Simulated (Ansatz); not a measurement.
Ansatz (an electronic-structure program) input (CCSD(T)/aug-cc-pVDZ):

Ansatz 0.2 input:
```yaml
crystal:
  periodic: [false, false, false]
  atoms:
    - {symbol: C, position_ang: [-2.15143778, 1.40227088, 0.48785555]}
    - {symbol: C, position_ang: [-1.40577889, 0.30666472, 0.61460469]}
    - {symbol: C, position_ang: [-1.96986206, -1.07597376, 0.47270184]}
    - {symbol: C, position_ang: [0.05285081, 0.40735692, 0.92146963]}
    - {symbol: Se, position_ang: [1.24200904, -0.15555830, -0.58147423]}
    - {symbol: H, position_ang: [-3.21135058, 1.34396538, 0.27519798]}
    - {symbol: H, position_ang: [-1.72566421, 2.39283757, 0.58993748]}
    - {symbol: H, position_ang: [-1.50442578, -1.59700319, -0.36758867]}
    - {symbol: H, position_ang: [-1.77055379, -1.67120174, 1.36910179]}
    - {symbol: H, position_ang: [-3.04593594, -1.05248698, 0.30717214]}
    - {symbol: H, position_ang: [0.34997688, 1.43393990, 1.12218928]}
    - {symbol: H, position_ang: [0.33764842, -0.20869171, 1.77283555]}
    - {symbol: H, position_ang: [1.18736485, -1.59428952, -0.27851170]}
basis:
  gaussian:
    orbitals: aug-cc-pVDZ
magnetization: {spin_polarized: false}
correlation: {method: ccsd_t, electrons: outside_noble_gas}
output: {forces: true}
```

End of the output:

```
Total energy: -69572.33110140 eV, -2556.7360101566 hartree
Atom 0 at    -2.151438     1.402271     0.487856 Å, force    -0.632213     0.895804    -0.095535 eV/Å
Atom 1 at    -1.405779     0.306665     0.614605 Å, force     0.532543    -0.865712     0.070224 eV/Å
Atom 2 at    -1.969862    -1.075974     0.472702 Å, force     0.010880    -0.083183    -0.003356 eV/Å
Atom 3 at     0.052851     0.407357     0.921470 Å, force     0.286772    -0.165475    -0.304969 eV/Å
Atom 4 at     1.242009    -0.155558    -0.581474 Å, force     0.074686     0.121056    -0.151403 eV/Å
Atom 5 at    -3.211351     1.343965     0.275198 Å, force    -0.510692    -0.030732    -0.103922 eV/Å
Atom 6 at    -1.725664     2.392838     0.589937 Å, force     0.211466     0.478496     0.052981 eV/Å
Atom 7 at    -1.504426    -1.597003    -0.367589 Å, force     0.209640    -0.216045    -0.380989 eV/Å
Atom 8 at    -1.770554    -1.671202     1.369102 Å, force     0.081659    -0.237206     0.402693 eV/Å
Atom 9 at    -3.045936    -1.052487     0.307172 Å, force    -0.497420     0.023073    -0.074916 eV/Å
Atom 10 at     0.349977     1.433940     1.122189 Å, force     0.137501     0.521341     0.109778 eV/Å
Atom 11 at     0.337648    -0.208692     1.772836 Å, force     0.117255    -0.292867     0.433409 eV/Å
Atom 12 at     1.187365    -1.594290    -0.278512 Å, force    -0.022077    -0.148550     0.046005 eV/Å
Dipole moment:    -0.170297    -0.078729     0.213518 e Å
```
